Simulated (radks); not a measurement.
Numerical settings for the potassium ion K3+, [Ne] 3s2 3p4. Calculated with a radial shooting solver on a logarithmic mesh with Libxc functionals: Dirac Kohn-Sham, LDA (Slater exchange, Perdew-Wang correlation), spin-unpolarised, spherical densities, finite nucleus; open shells fill j = l - 1/2 first; Fermi nuclear charge, rms radius 3.4349 fm. The defaults (mesh step 0.008 in ln r, mesh end at 40 bohr or more with all orbitals vanishing there, Anderson mixing 0.5 over 9 steps, residual threshold near 1e-9 with the energy settled to 1e-9 hartree or 1e-11 of itself, here a cap of 89 iterations) give E = -597.5054 hartree and 3p3/2 at -54.704 eV in 13 iterations. Run on one thread of a shared host, so times are rough (Arm Neoverse N1): 0.08 s of CPU time, 0.08 s wall, 13 iterations on 2189 mesh points. Changes against that run (0 stands for a change within the tolerance of the run):

mesh step in ln r 0.05: iterations 13; converged yes; E (mhartree) +0.000666; e(3p3/2) (meV) 0; CPU (s) 0.02
mesh step in ln r 0.2: iterations 89; converged no; E (mhartree) -3.04e+06; CPU (s) 0.23
mesh step in ln r 0.12: iterations 89; converged no; E (mhartree) -3.05e+06; CPU (s) 0.23
mesh end (bohr) 400: iterations 13; converged yes; E (mhartree) 0; e(3p3/2) (meV) 0; CPU (s) 0.08
mesh end (bohr) 3: iterations 13; converged yes; E (mhartree) +117; e(3p3/2) (meV) +1.98e+03; CPU (s) 0.07
residual threshold 1e-16: iterations 89; converged no; E (mhartree) 0; e(3p3/2) (meV) 0; CPU (s) 0.3
residual threshold 0.01: iterations 8; converged yes; E (mhartree) 0; e(3p3/2) (meV) -0.129; CPU (s) 0.06
mixing 1: iterations 10; converged yes; E (mhartree) 0; e(3p3/2) (meV) 0; CPU (s) 0.07
linear mixing, mixing 1: iterations 30; converged yes; E (mhartree) 0; e(3p3/2) (meV) 0; CPU (s) 0.14
linear mixing, mixing 0.8: iterations 15; converged yes; E (mhartree) 0; e(3p3/2) (meV) 0; CPU (s) 0.08
mixing history 20: iterations 18; converged yes; E (mhartree) 0; e(3p3/2) (meV) 0; CPU (s) 0.1
iteration cap 8: iterations 8; converged no; E (mhartree) 0; e(3p3/2) (meV) +0.0394; CPU (s) 0.05

Settings that end as converged yet miss the energy by more than 1 mhartree: mesh end (bohr) 3 (+0.117 hartree). A mesh that ends early acts as a hard wall.
